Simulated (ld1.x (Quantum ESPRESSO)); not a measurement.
Nb (Z = 41), TM: configuration errors across variants

ld1.x (Quantum ESPRESSO) 7.5 input, shortened:

```
&input
   title='Nb', zed=41., rel=1, dft='PBE', iswitch=3,
   config='[Kr] 4d4.5 5s0.5 5p0'
 /
 &inputp
   pseudotype=2, tm=.true., lloc=-1, rcloc=2.30,
   nlcc=.true., rcore=0.85
 /
3
5S  1  0   0.50   0.00  2.90  2.90  0.0
4P  2  1   6.00   0.00  1.45  1.45  0.0
4D  3  2   4.50   0.00  1.85  1.85  0.0
 &test
   configts(1)='4p6 4d4.5 5s0.5 5p0'
 /
```

All-electron excitation energies from the reference (eV): (1) 4p6 4d4 5s1 5p0 -0.558; (2) 4p6 4d4 5s0 5p0 6.079; (3) 4p6 4d3 5s0 5p0 20.119; (4) 4p6 4d5 5s0 5p0 0.711; (5) 4p6 4d3 5s2 5p0 -1.074.

Tests that are not counted but printed errors over 1 eV. “base”: 4p6 4d3 5s1 5p0 (solver errors, printed error -1.5 eV); 4p6 4d3 5s1 5p1 (solver errors, printed error -999 eV). “wave 4p (bound): rc 1.45 bohr becomes 4p (bound): rc 0.90 bohr”: 4p6 4d3 5s1 5p0 (solver errors, printed error -2.1 eV); 4p6 4d3 5s1 5p1 (solver errors, printed error -7.6 eV). “wave 4p (bound): rc 1.45 bohr becomes 4p (bound): rc 1.16 bohr”: 4p6 4d3 5s1 5p0 (solver errors, printed error -2.1 eV); 4p6 4d3 5s1 5p1 (solver errors, printed error -7.6 eV). “wave 4p (bound): rc 1.45 bohr becomes 4p (bound): rc 1.46 bohr”: 4p6 4d3 5s1 5p0 (solver errors, printed error -1018 eV); 4p6 4d3 5s1 5p1 (solver errors, printed error -1031 eV). “wave 4p (bound): rc 1.45 bohr becomes 4p (bound): rc 1.70 bohr”: 4p6 4d3 5s1 5p0 (solver errors, printed error -1014 eV); 4p6 4d3 5s1 5p1 (solver errors, printed error -1001 eV).

A true bound ghost makes a file unfit for plane-wave use even where its test errors are small: the radial tests pick states by their node count and pass the ghost by. Where a test does run into it, the solver fails or the error is huge.

Errors AE − PS in meV (a dash: test not solved or not reliable):

| change | (1) | (2) | (3) | (4) | (5) | bound ghosts |
| --- | --- | --- | --- | --- | --- | --- |
| base | -5.2 | -2.0 | -5.4 | -5.1 | -78 | s |
| wave 4p (bound): rc 1.45 bohr becomes 4p (bound): rc 0.90 bohr | -5.2 | -2.0 | -5.6 | -5.1 | -78 | s |
| wave 4p (bound): rc 1.45 bohr becomes 4p (bound): rc 1.16 bohr | -5.2 | -2.0 | -5.4 | -5.1 | -78 | s |
| wave 4p (bound): rc 1.45 bohr becomes 4p (bound): rc 1.46 bohr | -5.2 | -2.0 | -5.4 | -5.1 | -78 | s |
| wave 4p (bound): rc 1.45 bohr becomes 4p (bound): rc 1.70 bohr | -5.1 | -2.0 | -5.4 | -5.0 | -78 | s |
| wave 4p (bound): rc 1.45 bohr becomes 4p (bound): rc 1.80 bohr | -5.1 | -2.0 | -5.4 | -5.0 | -77 | s |
| wave 4p (bound): rc 1.45 bohr becomes 4p (bound): rc 1.94 bohr | -5.1 | -2.0 | -5.3 | -5.0 | -77 | s |
| wave 4p (bound): rc 1.45 bohr becomes 4p (bound): rc 2.12 bohr | -5.1 | -2.0 | -5.1 | -5.0 | -76 | s |

Question: Give the same row for: wave 4p (bound): rc 1.45 bohr becomes 4p (bound): rc 1.32 bohr.

Answer: -5.2, -2.0, -5.4, -5.0, -78; bound ghosts: s. Not counted: 4p6 4d3 5s1 5p0 (solver errors, printed error -2.1 eV); 4p6 4d3 5s1 5p1 (solver errors, printed error -7.6 eV).
